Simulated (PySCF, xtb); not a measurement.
AlClI₂, SMILES [Cl][Al]([I])[I].

xtb with GFN2-xTB at its own geometry gives an orbital gap of 4.10 eV and a dipole moment of 3.97 D.

The structure is a stationary point at r2SCAN-D4/def2-SVP. The def2 effective core potentials stand for the cores of I; spin–orbit coupling is left out.

Problem. What does r2SCAN/def2-TZVP run with PySCF give? (The exact figures need the calculation; the answer reports its results.)

Solution. gap 4.89 eV (levels -7.11 and -2.23 eV), dipole 0.59 D.
